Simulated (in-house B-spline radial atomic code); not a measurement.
RPA and G0W0 on TPSS: La3+

Configuration [Kr] 4d10 5s2 5p6, mean-field start TPSS. Computed with an all-electron radial atomic-structure program (B-spline basis): all electrons, scalar-relativistic (spin-free one-electron X2C), finite nucleus, each spin shell either full or empty, empty states to l = 9 with an (l + 1/2)⁻⁴ tail; G0W0 by contour deformation at full frequency.

Spin-orbit coupling, left out, splits p levels strongly here.

Command:
```bash
python run_gw.py task.json out
```
Settings (radii: box in bohr, nucleus in fm):
```
Z                        57
electrons                54
configuration            [Kr] 4d10 5s2 5p6
hamiltonian              x2c
method                   tpss,tpss
lmax                     9
rms_radius               4.855
spin_polarised           False
box_radius               14.14
intervals                68
```

Time taken, with all properties: 4.9 s on 1 thread of Arm Neoverse N1 (shared host).

Energies (hartree):

| term | value |
| --- | --- |
| mean-field total | -8490.86112 |
| Hartree-Fock functional on these orbitals | -8488.08379 |
| direct second order | -4.9967 |
| second-order exchange | 1.3483 |
| SOSEX correction | 1.2563 |

Q: What is the RPA correlation energy, and what remains with SOSEX?

A: RPA gives -4.3686 hartree (-2.2 eV per electron); RPA + SOSEX gives -3.1123, and the second-order doubles -3.6484 hartree (no singles). SOSEX takes back 29 % of the RPA value.

Quasi-particle levels (eV):

| level | occupied | mean field | Σx - vxc | Σc | QP weight | G0W0 |
| --- | --- | --- | --- | --- | --- | --- |
| 5p | yes | -44.91 | -5.36 | ? | ? | ? |
| 4f | no | -26.978 | 14.08 | -6.16 | 0.907 | -19.059 |

G0W0 = mean field + (Σx - vxc) + Σc, with Σc (partial-wave tail included) taken at the quasi-particle energy. Only the outer levels were computed. Levels of low weight are left out.

Q: Where does G0W0 put 5p?

A: At -50.96 eV, with Σc = -0.69 eV and a quasi-particle weight of 0.924. The tabulated removal energy is 49.95 ± 0.06 eV (NIST, semi-empirical); the calculation leaves out spin-orbit coupling, Breit and QED terms, and what these don't explain is the method's own error.
